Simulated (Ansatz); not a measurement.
BFH$_{3}$OPSi (`FB1OP[SiH2]1`) from Hartree–Fock to CCSD(T)

```xyz
8

F     0.351   -1.913   -1.598
B    -0.020   -1.012   -0.715
O    -1.333   -0.848   -0.394
P    -1.403    0.393    0.798
Si    0.863    0.379    0.479
H    -1.604    1.493   -0.088
H     1.483    1.586   -0.126
H     1.663   -0.077    1.643
```

The species carries charge 0 and has multiplicity 1. The structure was optimised at the PBE0-D4/def2-TZVP level. Frozen core, restricted reference, the Gaussian-basis code of Ansatz. CBS rows extrapolate triple and quadruple zeta; past MP2 they add the triple-zeta difference.

```csv
basis,HF (Eh),MP2 corr.,CCSD corr.,(T),CCSD(T) total
def2-SVP,-830.13060,-0.65102,-0.69334,-0.01999,-830.84393
def2-TZVPP,-830.60522,-0.83647,-0.87291,-0.03542,-831.51355
def2-QZVPP,-830.63305,-0.90668,–,–,–
CBS(def2),-830.63688,-0.95868,-0.99512,as TZ,-831.66742
```
